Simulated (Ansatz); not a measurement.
Cartesian coordinates in Å:
```
N -2.933 0.951 0.513
C -1.863 0.576 0.314
C -0.525 0.146 0.082
C 0.576 0.911 0.355
S 1.976 0.048 -0.059
C 0.997 -1.271 -0.568
N -0.277 -1.092 -0.442
H 0.607 1.906 0.768
H 1.441 -2.175 -0.962
```

The species carries charge 0 and has multiplicity 1.

Question: List the CAM-B3LYP/def2-TZVPP orbital energies in eV (Ansatz 0.2.0). (An estimate is asked.)

Answer: Ansatz gave: Occupied: -2421.88, -392.58, -391.85, -281.39, -281.31, -280.81, -280.17, -219.88, -164.45, -164.35, -164.31, -29.80, -27.22, -25.18, -23.97, -19.84, -19.30, -17.32, -15.36, -14.54, -14.08, -13.22, -12.11, -11.97, -11.34, -10.38, -10.27, -9.17. Lowest empty: -0.71, 0.46, 0.85, 2.00, 2.09, 2.94, 3.06, 3.31.
